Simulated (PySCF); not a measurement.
## How methods differ on the excitation energy of Hg²⁺

Hg²⁺ [Xe] 4f14 5d10 (1S) → Hg²⁺ [Xe] 4f14 5d9 6p1 (high-spin determinant), as a difference of total energies. Calculation: PySCF 2.14, in aug-cc-pwCVTZ-PP with ECP60MDF (8s8p7d4f3g, 122 functions); a scalar-relativistic core potential. Correlated levels: valence: 5s2 5p6 frozen; valence and next inner shell: nothing frozen outside the core potential. The calculations carry no spin-orbit coupling.

```
                                method  excitation energy (eV)
                                   UHF                  14.006
                                   LDA                  14.300
                                   PBE                  14.143
                                  PBE0                  14.328
                                r2SCAN                  14.217
                               wB97M-V                  14.510
                                 HSE06                  14.294
                               wB97X-V                  14.585
                         MP2 (valence)                  14.939
                     SCS-MP2 (valence)                  14.972
    MP2 (valence and next inner shell)                  14.677
SCS-MP2 (valence and next inner shell)                  14.680
```

Q: How much does correlation contribute at MP2 (valence and next inner shell)?

A: 14.677 − (14.006) = 0.671 eV, measured against UHF.

The determinant of the upper state mixes LS terms, which raises its energy above the lowest term, most at the Hartree-Fock and MP2 levels.
